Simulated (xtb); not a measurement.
CCl4, charge +1, doublet, from a rough starting geometry (a state made from the parent by changing its charge; the spin is typed, not shown lowest); GFN2-xTB (xtb).

Here is a job for xtb.
```
$ xtb mol.xyz --gfn 2 --chrg 1 --uhf 1 --opt vtight --json

# file mol.xyz
5

Cl     1.29780547    -1.11870391    -0.06570354
C      0.00135378     0.02585814     0.03298593
Cl     0.57919964     1.64211633    -0.06120431
Cl    -1.04726748    -0.23782742    -1.34356635
Cl    -0.89617946    -0.26341131     1.52644540
```

It wrote (shortened):

```
   ID    Z sym.   atoms
    1   17 Cl     1, 3-5
    2    6 C      2

           -------------------------------------------------
          |                Calculation Setup                |
           -------------------------------------------------

           -------------------------------------------------
          |                 G F N 2 - x T B                 |
           -------------------------------------------------

          ...................................................
          :                      SETUP                      :
          :.................................................:
          :  # basis functions                  44          :
          :  # atomic orbitals                  40          :
          :  # shells                           14          :
          :  # electrons                        31          :
          :  max. iterations                   250          :
          :  Hamiltonian                  GFN2-xTB          :
          :  restarted?                      false          :
          :  GBSA solvation                  false          :
          :  PC potential                    false          :
          :  electronic temp.          300.0000000     K    :
          :  accuracy                    1.0000000          :
          :  -> integral cutoff          0.2500000E+02      :
          :  -> integral neglect         0.1000000E-07      :
          :  -> SCF convergence          0.1000000E-05 Eh   :
          :  -> wf. convergence          0.1000000E-03 e    :
          :  Broyden damping             0.4000000          :
          :  net charge                          1          :
          :  unpaired electrons                  1          :
          ...................................................

 iter      E             dE          RMSdq      gap      omega  full diag
   1    -19.7655959 -0.197656E+02  0.427E+00    5.60       0.0  T
   2    -19.7643182  0.127766E-02  0.369E+00    5.34       1.0  T
   3    -19.7412520  0.230662E-01  0.409E+00    5.26       1.0  T
   4    -19.7375265  0.372553E-02  0.341E+00    5.42       1.0  T
   5    -19.7505437 -0.130172E-01  0.283E+00    5.42       1.0  T
   6    -19.7658074 -0.152637E-01  0.183E+00    5.40       1.0  T
   7    -19.7735631 -0.775573E-02  0.948E-01    5.44       1.0  T
   8    -19.7748311 -0.126801E-02  0.506E-01    5.44       1.0  T
   9    -19.7739314  0.899708E-03  0.744E-01    5.43       1.0  T
  10    -19.7741395 -0.208125E-03  0.703E-01    5.43       1.0  T
  11    -19.7755010 -0.136142E-02  0.869E-02    5.44       1.0  T
  12    -19.7753951  0.105867E-03  0.205E-01    5.44       1.0  T
  13    -19.7753410  0.541077E-04  0.239E-01    5.45       1.0  T
  14    -19.7754440 -0.102986E-03  0.153E-01    5.45       1.0  T
  15    -19.7754836 -0.396234E-04  0.882E-02    5.45       1.0  T
  16    -19.7755043 -0.207071E-04  0.172E-02    5.45       2.6  T
  17    -19.7754807  0.236120E-04  0.929E-02    5.44       1.0  T
  18    -19.7755000 -0.192667E-04  0.424E-02    5.45       1.1  T
  19    -19.7755045 -0.453380E-05  0.127E-02    5.45       3.5  T
  20    -19.7755049 -0.430164E-06  0.139E-03    5.45      32.1  T
  21    -19.7755049 -0.387942E-08  0.447E-04    5.45     100.0  T
  22    -19.7755049  0.603286E-10  0.363E-04    5.45     123.1  T

   *** convergence criteria satisfied after 22 iterations ***

         :::::::::::::::::::::::::::::::::::::::::::::::::::::
         ::                     SUMMARY                     ::
         :::::::::::::::::::::::::::::::::::::::::::::::::::::
         :: total energy             -19.754803969555 Eh    ::
         :: gradient norm              0.044698604199 Eh/a0 ::
         :: HOMO-LUMO gap              5.446317428512 eV    ::
         ::.................................................::
         :: SCC energy               -19.775503859986 Eh    ::
         :: -> isotropic ES            0.125129914933 Eh    ::
         :: -> anisotropic ES          0.001349427514 Eh    ::
         :: -> anisotropic XC          0.001184055374 Eh    ::
         :: -> dispersion             -0.005560461946 Eh    ::
         :: repulsion energy           0.020699890431 Eh    ::
         :: add. restraining           0.000000000000 Eh    ::
         :: total charge               1.000000000495 e     ::
         :::::::::::::::::::::::::::::::::::::::::::::::::::::

      -----------------------------------------------------------
     |                   =====================                   |
     |                        A N C O P T                        |
     |                   =====================                   |
     |               Approximate Normal Coordinate               |
     |                Rational Function Optimizer                |
      -----------------------------------------------------------
      -----------------------------------------------------------
     |                   =====================                   |
     |                        A N C O P T                        |
     |                   =====================                   |
     |               Approximate Normal Coordinate               |
     |                Rational Function Optimizer                |
      -----------------------------------------------------------

          ...................................................
          :                      SETUP                      :
          :.................................................:
          :   optimization level         verytight          :
          :   max. optcycles                   200          :
          :   ANC micro-cycles                  20          :
          :   degrees of freedom                 9          :
          :.................................................:
          :   RF solver                   davidson          :
          :   write xtbopt.log                true          :
[...]
 * total energy  :   -19.7548040 Eh     change       -0.3254961E-09 Eh
 * total energy  :   -19.7578346 Eh     change       -0.3030615E-02 Eh
 * total energy  :   -19.7587772 Eh     change       -0.9426352E-03 Eh
 * total energy  :   -19.7588158 Eh     change       -0.3861449E-04 Eh
 * total energy  :   -19.7588504 Eh     change       -0.3459020E-04 Eh
 * total energy  :   -19.7588637 Eh     change       -0.1325664E-04 Eh
 * total energy  :   -19.7588683 Eh     change       -0.4620143E-05 Eh
 * total energy  :   -19.7588690 Eh     change       -0.7359904E-06 Eh
 * total energy  :   -19.7588692 Eh     change       -0.1359728E-06 Eh
 * total energy  :   -19.7588692 Eh     change       -0.5163538E-07 Eh
   *** GEOMETRY OPTIMIZATION CONVERGED AFTER 10 ITERATIONS ***
[...]

 iter      E             dE          RMSdq      gap      omega  full diag
   1    -19.7733894 -0.197734E+02  0.236E-04    5.05       0.0  T
   2    -19.7733894  0.125908E-10  0.245E-04    5.05     182.5  T
   3    -19.7733894  0.170690E-09  0.338E-04    5.05     132.4  T

   *** convergence criteria satisfied after 3 iterations ***

         :::::::::::::::::::::::::::::::::::::::::::::::::::::
         ::                     SUMMARY                     ::
         :::::::::::::::::::::::::::::::::::::::::::::::::::::
         :: total energy             -19.758869225644 Eh    ::
         :: gradient norm              0.000028089772 Eh/a0 ::
         :: HOMO-LUMO gap              5.047757226570 eV    ::
         ::.................................................::
         :: SCC energy               -19.773388148647 Eh    ::
         :: -> isotropic ES            0.122804880554 Eh    ::
         :: -> anisotropic ES         -0.002312618680 Eh    ::
         :: -> anisotropic XC         -0.000968738016 Eh    ::
         :: -> dispersion             -0.005535126996 Eh    ::
         :: repulsion energy           0.014518923003 Eh    ::
         :: add. restraining           0.000000000000 Eh    ::
         :: total charge               1.000000000000 e     ::
         :::::::::::::::::::::::::::::::::::::::::::::::::::::

           -------------------------------------------------
          |                Property Printout                |
           -------------------------------------------------

    * Orbital Energies and Occupations

         #    Occupation            Energy/Eh            Energy/eV
      -------------------------------------------------------------
         1        2.0000           -1.2915385             -35.1446
       ...           ...                  ...                  ...
         4        2.0000           -1.2835029             -34.9259
         5        2.0000           -0.8773636             -23.8743
         6        2.0000           -0.7969391             -21.6858
         7        2.0000           -0.7969384             -21.6858
         8        2.0000           -0.7969377             -21.6858
         9        2.0000           -0.6918009             -18.8249
        10        2.0000           -0.6917991             -18.8248
        11        1.9997           -0.6751308             -18.3712
        12        1.9997           -0.6751285             -18.3712
        13        1.9997           -0.6751255             -18.3711
        14        1.6670           -0.6679463             -18.1757
        15        1.6669           -0.6679459             -18.1757
        16        1.6668           -0.6679455             -18.1757 (HOMO)
        17                         -0.4824439             -13.1280 (LUMO)
        18                         -0.4104618             -11.1692
        19                         -0.4104338             -11.1685
        20                         -0.4104045             -11.1677
        21                         -0.2399387              -6.5291
        22                         -0.2399384              -6.5291
        23                         -0.2374295              -6.4608
        24                         -0.2374293              -6.4608
        25                         -0.2374287              -6.4608
        26                         -0.2367129              -6.4413
        27                         -0.2367122              -6.4413
       ...                                ...                  ...
        40                         -0.0952211              -2.5911
      -------------------------------------------------------------
                  HL-Gap            0.1855017 Eh            5.0478 eV
             Fermi-level           -0.6212405 Eh          -16.9048 eV

     #   Z          covCN         q      C6AA      α(0)
     1  17 Cl       1.279     0.198    93.473    14.791
     2   6 C        3.549     0.207    18.201     6.238
     3  17 Cl       1.279     0.198    93.472    14.791
     4  17 Cl       1.279     0.198    93.473    14.791
     5  17 Cl       1.279     0.198    93.473    14.791

 Mol. C6AA /au·bohr⁶  :       1843.136384
 Mol. C8AA /au·bohr⁸  :      74368.325109
 Mol. α(0) /au        :         65.404170

Wiberg/Mayer (AO) data.
largest (>0.10) Wiberg bond orders for each atom

 ---------------------------------------------------------------------------
     #   Z sym  total        # sym  WBO       # sym  WBO       # sym  WBO
 ---------------------------------------------------------------------------
     1  17 Cl   1.214 --     2 C    0.986
     2   6 C    3.943 --     3 Cl   0.986     4 Cl   0.986     5 Cl   0.986
                             1 Cl   0.986
     3  17 Cl   1.214 --     2 C    0.986
     4  17 Cl   1.214 --     2 C    0.986
     5  17 Cl   1.214 --     2 C    0.986
 ---------------------------------------------------------------------------

Topologies differ in total number of bonds
Writing topology from bond orders to xtbtopo.mol

molecular dipole:
                 x           y           z       tot (Debye)
 q only:       -0.025       0.018       0.034
   full:       -0.025       0.018       0.034       0.115
molecular quadrupole (traceless):
                xx          xy          yy          xz          yz          zz
 q only:       -0.000      -0.001      -0.000      -0.001       0.001       0.001
  q+dip:        0.000      -0.002      -0.002      -0.001       0.001       0.001
   full:        0.000      -0.002      -0.002      -0.001       0.001       0.001

optimized geometry written to: xtbopt.xyz

           -------------------------------------------------
          | TOTAL ENERGY              -19.758869225644 Eh   |
          | GRADIENT NORM               0.000028089772 Eh/α |
          | HOMO-LUMO GAP               5.047757226570 eV   |
           -------------------------------------------------

normal termination of xtb
```
